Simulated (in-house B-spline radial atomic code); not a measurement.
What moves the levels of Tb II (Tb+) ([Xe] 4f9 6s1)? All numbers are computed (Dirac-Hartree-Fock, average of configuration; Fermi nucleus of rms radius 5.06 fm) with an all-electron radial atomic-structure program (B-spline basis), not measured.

Baseline run (computed): total energy -11712.3739 hartree, 1s1/2 at -1922.391 hartree, 6s1/2 at -10.68 eV with <r> = 3.988 bohr.

Scaling the speed of light c (a factor of 100 is close to the non-relativistic limit):

| c/c0 | ΔE (hartree) | 6s1/2 level (eV) | 6s1/2 <r> (bohr) |
| --- | --- | --- | --- |
| 0.9 | -132.53 | -10.8602 | 3.924 |
| 0.98 | -22.7 | -10.7101 | 3.977 |
| 1.02 | 21.156 | -10.6518 | 3.998 |
| 2 | 375.05 | -10.2116 | 4.168 |
| 100 | 486.44 | -10.0828 | 4.22 |

Changing the nucleus:

```csv
nucleus,ΔE (eV)
Gaussian nucleus of rms radius 5.06 fm,-0.139
uniform spherical nucleus of rms radius 5.06 fm,0.0406
Gaussian nucleus of rms radius 0.01 fm,-25.2
Fermi nucleus of rms radius 4.9588 fm,-0.876
Fermi nucleus of rms radius 5.1612 fm,0.889
```

A larger nucleus binds the electrons less, roughly as the density at the nucleus times the change of the nuclear <r²>. At equal rms radius the shape enters only through higher moments. A radius of 0.01 fm is nearly a point.

Question: The nuclear charge is raised by 0.1. What does the Hellmann-Feynman theorem predict for the energy, and what is found?

Answer: dE/dZ ≈ -Σ<1/r>, which is -443.49 at the start and -444.503 at the end; their mean times 0.1 is -44.4 hartree, and the two runs differ by -44.398 hartree.
